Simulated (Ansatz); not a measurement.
CH7ClSiSn (`ClC[SiH2][SnH3]`). The species carries charge 0 and has multiplicity 1. Sn: def2 effective core potential.

```tsv
atom	x (Å)	y (Å)	z (Å)
Cl1	2.469	0.359	-0.162
C2	1.405	-1.068	-0.306
Si3	-0.203	-0.752	0.636
Sn4	-1.267	1.426	-0.193
H5	1.951	-1.924	0.092
H6	1.226	-1.236	-1.368
H7	-1.109	-1.915	0.408
H8	0.106	-0.673	2.088
H9	-0.529	2.795	0.503
H10	-1.118	1.527	-1.892
H11	-2.931	1.461	0.194
```

List the harmonic frequencies (cm⁻¹, unscaled) at PBE0-D4/def2-TZVP in Ansatz. (An estimate is asked.)

Computed: 47, 75, 110, 203, 305, 331, 395, 484, 602, 640, 667, 728, 733, 766, 780, 836, 926, 1121, 1191, 1433, 1934, 1937, 1953, 2201, 2227, 3089, 3152.

Is this a minimum?

Yes, all 27 modes are real.

Give the ideal-gas thermochemistry at 298.15 K and 1 bar (rigid rotor, harmonic oscillator; point group C1, symmetry number 1).

Zero-point energy 172.7 kJ/mol; H(298) − E = 196.3 kJ/mol; entropy 385.7 J/(mol·K), of which translation 175.0, rotation 121.7, vibration 89.0; G(298) − E = 81.3 kJ/mol. Modes under 100 cm⁻¹ are hindered rotations or soft bends, so the harmonic entropy is rough.

Rotational constants (cm⁻¹)?

0.1298, 0.0315, 0.0266.
